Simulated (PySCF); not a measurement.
**[Eu(NH3)2]3+ relaxed at several levels**

Computed with PySCF 2.14.0, def2-SVP on the ligands, density fitting, scalar-relativistic core potentials, no spin-orbit coupling, vacuum. Each row is relaxed at its own level from the same template. Distances are means of the shortest metal–ligand contacts, charges and spins Mulliken's; removal energies are rigid, with the ligand's formal charge and no counterpoise, so too large; for an anion taken off a cation in vacuum most of it is the attraction of opposite charges, and multiply charged cations can part far more cheaply with an electron moved from ligand to metal. lcecp potentials hold a fixed number of 4f electrons in the core, out of states, spins and gaps.

```tsv
level	basis on the metal	point group	M–NH3 (Å)	charge on M (e)	removal of one NH3 (eV)	unstable modes (below −25 cm⁻¹)
PBE	lcecp-1-SVP with ECP52	C1, nearly C2	2.408	2.03	4.73	not given
```

Task: What does the calculation give for TPSS, lcecp-1-SVP with ECP52?

Result: point group: C1, M–NH3 (Å): 2.422, charge on M (e): 2.08, removal of one NH3 (eV): 4.60, unstable modes (below −25 cm⁻¹): not given.
```xyz
9

Eu   -1.0283   -0.5214    0.0004
N     0.1737    0.0842    2.0135
H     1.0732    0.6045    1.8853
H    -0.3564    0.6958    2.6793
H     0.4560   -0.7219    2.6210
N     0.1738    0.0822   -2.0143
H     1.1325   -0.3262   -2.1199
H    -0.2985   -0.2041   -2.9049
H     0.3402    1.1059   -2.1603
```

Moved off a saddle point of the template and relaxed again: PBE, TPSS. One start shape was tried for each, so a minimum needn't be the lowest isomer.
